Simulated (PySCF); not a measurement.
r2SCANh on Hf⁻ (hafnium, charge -1), [Xe] 4f14 5d3 6s2, high-spin 4F determinant. Calculation: PySCF 2.14, in def2-QZVPPD with the def2 core potential (60 electrons) (7s6p4d3f2g, 84 functions); scalar relativity through the core potential.

```
cycle= 1 E= -47.8554005980557  delta_E= -0.0059  |g|= 0.0176  |ddm|= 0.837
cycle= 2 E= -47.8556059057535  delta_E= -0.000205  |g|= 0.0189  |ddm|= 0.167
cycle= 3 E= -47.8558790734352  delta_E= -0.000273  |g|= 0.00232  |ddm|= 0.0865
cycle= 4 E= -47.8559112835597  delta_E= -3.22e-05  |g|= 0.000922  |ddm|= 0.0853
cycle= 5 E= -47.8559142802078  delta_E= -3e-06  |g|= 0.000205  |ddm|= 0.0291
cycle= 6 E= -47.8559143664209  delta_E= -8.62e-08  |g|= 1.57e-05  |ddm|= 0.00361
cycle= 7 E= -47.855914366736  delta_E= -3.15e-10  |g|= 4.79e-07  |ddm|= 0.000165
converged SCF energy = -47.855914366736  <S^2> = 3.8116986  2S+1 = 4.0307312
```

Highest occupied orbital energy: 2.094 eV; ⟨L²⟩ = 12.03; populations by l: s 4.00, p 6.00, d 3.00, f 0.00.

(1) Can this result be used?

## Answers

(1) With care. The run converged. Energies and moments cover only the electrons outside the core potential. Spin-orbit coupling, absent here, splits the open shell strongly. ⟨S²⟩ = 3.81 against 3.75 shows spin contamination. The configuration of this anion was assumed by filling the next shell in order. It is not the known or likely ground configuration (Ca⁻, Sr⁻ and Ba⁻, for instance, bind a p electron), so these values are not the electron affinity of the element. At r2SCANh the highest occupied level has a positive energy, so only the finite basis holds that electron.
